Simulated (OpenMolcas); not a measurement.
## W⁴⁺: effect of correlating more closed shells

- Program: OpenMolcas 26.06
- Basis: ANO-RCC-VQZP [9s8p6d4f3g2h]
- Scalar Hamiltonian: DKH2, point nucleus
- Active space: 2 electrons in 5 orbitals (5d)
- State averaging: 2S+1 = 3 even, 10 roots; 2S+1 = 1 even, 15 roots
- Spin-orbit coupling: state interaction with AMFI integrals over the reference wave functions, term energies averaged over their components

Methods on the same reference wave functions:
A. CASSCF
B. SS-CASPT2, IPEA 0.25 Eh, imaginary shift 0.1 Eh (closed shells correlated: 5s 5p)
C. SS-CASPT2, IPEA 0.25 Eh, imaginary shift 0.1 Eh (closed shells correlated: 4f 5s 5p)

Energies in cm⁻¹ above 5d² ³F₂, the measured ground level; measured values from the list in J. Phys. B 45, 065001 (2012).

```
         Level      A      B      C  Measured
       5d² ³F₂    0.0    0.0    0.0       0.0
       5d² ³F₃   6072   6390   6390          
       5d² ³F₄  11565  11720  11710     11519
       5d² ³P₀  14878  13470  13220     12839
5d² ¹D₂ [54 %]  16049  13840  13750          
       5d² ³P₁  18207  17120  16870     16331
       5d² ¹G₄  24740  22940  22850     22346
5d² ³P₂ [60 %]  24995  23210  23030     22615
       5d² ¹S₀  50178  43840  43640     43110
```

Deviations, from unrounded energies. A percentage is the sum of absolute deviations over the sum of measured energies, with the sign that they share, or ± where signs differ.

```
                        Against measurement  Levels      A     B     C
             mean absolute deviation (cm-1)       6   2600   590   430
      fine structure of the ground term (%)       1   +0.4  +1.7  +1.7
other terms of the ground configuration (%)       5  +13.4  +2.8  +2.0
```

C lies closest to measurement on these levels and A furthest from it. The largest miss of C in the table is 5d² ³P₁, by +540 cm-1. The ranking rests on the paired levels alone, and a cruder setting can come out closer through cancelling errors.

Between B and C the level of the table that moves most is 5d² ³P₁, by 250 cm-1 (lowest in C, highest in B). Moves below CASPT2's spread within the term are not significant.

The mean deviations of B to C differ by less than CASPT2's widest spread within a term (750 cm-1), so their order carries little weight.

From A to B the spin-free energies of the other terms of 5d² shown, above ³F, scale by factors of 0.67 to 0.88.

The lowest spin-free term lies below A's lowest term by 0.242 hartree in B, 1.181 hartree in C.

What an inner shell adds also hangs on whether the basis holds functions to correlate it.

Term energies are means over components that CASPT2 splits; among the terms shown or strongly mixed into the levels shown the widest spread is 750 cm-1 (5d² ¹G, C). Without dynamic correlation excited terms often stand tens of per cent too high (terms of higher spin than the ground term too low), and those without a measured partner can miss by more than the paired ones (holds for A). Measured partners are found by configuration, term and J. A level has none where our copy of the source lacks it or the pairing is in doubt (some pairs that miss far off the trend of their configuration count as doubtful), and it then counts in no deviation. Levels of configurations outside the active space are missing.

A share in square brackets marks a mixed level and gives the weight of the term that names it, the lowest over the columns.
